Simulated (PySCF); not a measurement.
Al(F)(Br)(OMe) (CH3AlBrFO), SMILES C[O][Al]([F])[Br].

Coordinates come from a B3LYP-D3(BJ)/def2-SVP optimisation. One conformer was computed; it need not be the lowest.

All values below come from TDDFT-PBE/def2-SVPD run with PySCF.

Vertical excitations. Isolated molecule, no solvent. State labels are in the subgroup Cs.

Computed lowest excited states:
```csv
state,symmetry,energy (eV),λ (nm),f,main pairs
S1,A",5.18,239,0.002,HOMO→LUMO 100 %
S2,A',5.30,234,0.024,HOMO−1→LUMO 98 %
S3,A',5.75,216,0.018,HOMO−2→LUMO 100 %
S4,A",5.91,210,0.047,HOMO−3→LUMO 99 %
S5,A",6.16,201,0.001,HOMO−1→LUMO+1 100 %
S6,A',6.44,193,0.092,HOMO→LUMO+1 95 %
S7,A",6.61,188,0.000,HOMO−2→LUMO+1 100 %
S8,A',7.00,177,0.012,HOMO−3→LUMO+1 86 %
S9,A",7.23,171,0.019,HOMO→LUMO+2 100 %
S10,A',7.31,170,0.012,HOMO−1→LUMO+2 99 %
T1,A",4.96,250,0,HOMO→LUMO 99 %
T2,A',5.06,245,0,HOMO−1→LUMO 99 %
T3,A',5.51,225,0,HOMO−2→LUMO 99 %
T4,A",5.58,222,0,HOMO−3→LUMO 99 %
```
Triplets are in the Tamm–Dancoff approximation, which puts them higher than full response would, so one can lie above its singlet here.
